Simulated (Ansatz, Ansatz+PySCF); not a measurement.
```xyz
8

C     0.6707    0.7778   -0.0078
C    -0.6766    0.7786   -0.0008
C    -0.6666   -0.7840    0.0099
C     0.6586   -0.7816   -0.0035
H     1.4471    1.5461    0.0030
H    -1.4460    1.5468   -0.0057
H    -1.4389   -1.5436    0.0022
H     1.4378   -1.5448   -0.0045
```

Basis set: def2-SVP (spherical functions). Correlated methods keep 4 orbitals frozen. Charge 0, multiplicity 1.

Computed with Ansatz (development build ahead of 0.2.0); each method stands on the lowest determinant of its kind that the runs found. Restricted open shells among the atoms or ions are ROHF, correlated in semicanonical orbitals with singles.

The atomization energy at this shape (free ground-state atoms in the same class of orbitals less the molecule, no zero-point energy) of singlet C₄H₄:

```csv
method,atomization energy
RHF-CCSD(T),34.14 eV
RHF-MP2,34.67 eV
UHF,26.63 eV
RHF,26.30 eV
```

(1) What does UHF-MP2 give?

## Answers

(1) 33.81 eV. Caution for RHF-CCSD(T), RHF-MP2, RHF: an unrestricted determinant lies well below. Caution for UHF-MP2: a plain start can end on a higher determinant; another reference gives a lower total. Caution for UHF-MP2, UHF: the unrestricted determinant is a mixture of spin states.
